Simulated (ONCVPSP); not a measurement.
Transferability test, ONCV potential for tantalum

ONCVPSP 4.0.1 input, shortened (lines: element, Z, core and valence counts, functional; n l f; lmax; l rc ep ncon nbas qcut; lloc lpopt rc5 dvloc0; l nproj debl; icmod fcfact rcfact), LDA (Perdew-Wang 92), scalar-relativistic:

```
  Ta 73.00   10    4  -001012      upf
    1    0    2.00
    2    0    2.00
    2    1    6.00
    3    0    2.00
    3    1    6.00
    3    2   10.00
    4    0    2.00
    4    1    6.00
    4    2   10.00
    4    3   14.00
    5    0    2.00
    5    1    6.00
    5    2    3.00
    6    0    2.00
    2
    0    1.90    0.00    4    8    6.70
    1    1.80    0.00    3    6    9.40
    2    1.70    0.00    4    7    5.00
    4    3    1.35    0.00
    0    2    2.10
    1    2    3.40
    2    3    3.90
    1    0.55    0.00
```

Energies are relative to the spin-unpolarised reference configuration 5s2 5p6 5d3 6s2; without spin polarisation the order of configurations can differ from experiment.

Give the all-electron excitation energy and the error of the potential for: 5s2 5p6 5d3 6s1; 5s2 5p6 5d3 6s0; 5s2 5p6 5d2 6s0; 5s2 5p6 5d3 6s0 6p2.

```json
{"valence configuration": "5s2 5p6 5d3 6s1", "charge": "+1", "ΔE all-electron (eV)": "8.694", "error AE − PS (meV)": "-4.5"}
{"valence configuration": "5s2 5p6 5d3 6s0", "charge": "+2", "ΔE all-electron (eV)": "23.995", "error AE − PS (meV)": "-18"}
{"valence configuration": "5s2 5p6 5d2 6s0", "charge": "+3", "ΔE all-electron (eV)": "47.921", "error AE − PS (meV)": "-46"}
{"valence configuration": "5s2 5p6 5d3 6s0 6p2", "charge": "0", "ΔE all-electron (eV)": "8.782", "error AE − PS (meV)": "-6.6"}
```

Levels in the configuration 5s2 5p6 5d2 6s0:

```csv
level,all-electron (eV),pseudo (eV)
5s,-101.364,-101.598
5p,-67.437,-67.570
5d,-29.454,-29.506
```
